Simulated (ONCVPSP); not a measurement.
# What the settings do to the ONCV potential of bismuth (Bi)

Base potential:

| Item | Value |
| --- | --- |
| Element | bismuth |
| Generator | ONCVPSP 4.0.1 |
| Type | optimised norm-conserving Vanderbilt (ONCV) |
| Functional | LDA (Perdew-Zunger) |
| Relativity | fully relativistic |
| Frozen core | [Kr] 4d10 4f14 |
| Valence charge | 23 |
| Reference configuration | 5s2 5p6 5d10 6s2 6p3 |
| Partial waves | 5s+6s: rc 1.25 bohr, ncon 4, nbas 8, qcut 7.5 1/bohr, 2 projectors; 5p+6p: rc 1.25 bohr, ncon 4, nbas 9, qcut 10.5 1/bohr, 2 projectors; 5d: rc 1.85 bohr, ncon 5, nbas 10, qcut 6.6 1/bohr, 2 projectors, debl 2.2 Ha; f scattering state at 0.32 Ha: rc 1.50 bohr, ncon 4, nbas 7, qcut 8.3 1/bohr, 2 projectors, debl 2.7 Ha |
| Local potential | polynomial inside 1.00 bohr (lpopt 5, dvloc0 0 Ha) |
| Core correction | polynomial model core, fcfact 0.4 |

Open shells are filled in proportion to 2j + 1.

All-electron outer shells of the reference configuration (LDA (Perdew-Zunger), scalar-relativistic, ld1.x):

```csv
shell,level (eV),outermost node (bohr),outermost maximum (bohr)
4d,-429.90,0.19,0.38
5s,-158.02,0.44,0.77
4f,-152.95,–,0.34
5p,-95.96,0.48,0.86
5d,-27.18,0.51,1.03
6s,-14.76,0.98,1.86
6p,-4.77,1.14,2.44
```

Cutoffs, loose and tight: the cutoffs (Ha) at which the residual kinetic energy of the hardest occupied pseudo-wave falls to 1 and 0.1 mHa per electron. They do not see the model core or the augmentation charge, which bear on the density cutoff. Test errors are all-electron minus pseudo excitation energies from the reference, over the configurations 5s2 5p6 5d10 6s2 6p2; 5s2 5p6 5d10 6s2 6p1; 5s2 5p6 5d10 6s2 6p0; 5s2 5p6 5d10 6s2 6p2.5. A dash means not determined; rows that change the core or the reference have their own tests.

```tsv
change	outcome	cutoff, loose	cutoff, tight	bound ghosts	GHOST(+) flags above zero	largest test error (meV)
base	generated	43 Ha	110 Ha	none	s, p3/2, d5/2	+1.7
scalar-relativistic	generated	43 Ha	110 Ha	none	s	-22
s: qcut 7; p: qcut 9.8; d: qcut 6.1; f: qcut 7.7	generated	67 Ha	117 Ha	none	s, d5/2, d3/2	+1.3
d: nproj 3	generated	43 Ha	110 Ha	none	s, p3/2, d5/2	+1.7
functional BLYP	generated	43 Ha	110 Ha	none	s, p3/2, d5/2	+1.3
core correction Teter function, fcfact 1.75, rcfact 1.4	generated	43 Ha	110 Ha	none	s, p3/2, d5/2	+2.1
d: qcut 9.5	generated	43 Ha	110 Ha	none	s, p3/2	+2.4
s: ncon 3, nbas 7	generated	43 Ha	92 Ha	none	s, p3/2, d5/2	+1.9
reference 5s2 5p6 5d10 6s2 6p1	generated	43 Ha	110 Ha	none	s, p3/2, d5/2	+22
```

What comes out with this change to the base: p: qcut 6.8?

outcome: generated; cutoff, loose: 77 Ha; cutoff, tight: 172 Ha; bound ghosts: none; GHOST(+) flags above zero: s, d5/2; largest test error (meV): +0.9.
